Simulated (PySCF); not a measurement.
Excitation energy of Kr⁺ by level of theory

Kr⁺ [Ar] 3d10 4s2 4p5 (2P) → Kr⁺ [Ar] 3d10 4s1 4p5 4d1 (high-spin determinant), as a difference of total energies. Calculation: PySCF 2.14, in aug-cc-pV5Z-PP with ECP10MDF (8s7p6d4f3g2h, 136 functions); scalar relativity through the core potential. Correlated levels: valence: 3s2 3p6 3d10 frozen. The calculations carry no spin-orbit coupling.

| method | excitation energy (eV) |
| --- | --- |
| UHF | 30.897 |
| LDA | 29.799 |
| PBE | 29.353 |
| PBE0 | 29.936 |
| r2SCAN | 30.041 |
| BHandHLYP | 30.641 |
| B97-3 | 30.137 |
| B3LYP | 30.000 |
| MP2 (valence) | 29.985 |
| SCS-MP2 (valence) | 29.908 |

**Question.** How much does correlation contribute at MP2 (valence)?

**Answer.** 29.985 − (30.897) = -0.912 eV, measured against UHF.

The upper state lies above the first ionisation limit, where it may autoionise and the basis confines it.

The promoted electron is Rydberg-like, and one or two diffuse shells describe it only roughly, which tends to raise the upper state.

The determinant of the upper state mixes LS terms, which raises its energy above the lowest term, most at the Hartree-Fock and MP2 levels.
